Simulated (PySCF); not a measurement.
# Worked example: entropy of an ideal gas

PbF2, SMILES [F][Pb][F] (connectivity only; charge and spin as stated), neutral, multiplicity 1.

Coordinates come from a PBE-D3(BJ)/def2-TZVP optimisation. The def2 effective core potentials stand for the cores of Pb; spin–orbit coupling is left out.

PySCF with PBE-D3(BJ)/def2-TZVP gives the harmonic wavenumbers 150, 501, 518 cm⁻¹ and the rotational temperatures 0.4050, 0.2652, 0.1603 K. The molar mass is 245.20 g/mol, the symmetry number 2, the spin multiplicity 1.

Task: Work out the entropy at 298.15 K and 1 atm in the rigid-rotor, harmonic-oscillator model.

Result: 
Translation (Sackur–Tetrode at 1 atm): S = R[1.5 ln M + 2.5 ln T − 1.16487] = 177.4 J/(mol K).
Rotation: q = (√π/σ) T^1.5/√(θA θB θC) = 34800, S = R[ln q + 3/2] = 99.4 J/(mol K).
Vibration: with u = 1.4388 ν/T, each mode gives R[u/(e^u − 1) − ln(1 − e^−u)]:
```csv
ν (cm⁻¹),modes,u,S (J/(mol K))
150,1,0.72,11.18
501,1,2.42,2.74
518,1,2.50,2.57
```
These are all the modes. Sum 16.5 J/(mol K).
Spin: R ln 1 = 0.0 J/(mol K).
Total 293.3 J/(mol K); the program's own thermochemistry gives 293.3. Translation makes up 60 % and vibration 6 %. Anharmonicity, hindered rotation and orbital degeneracy are left out.
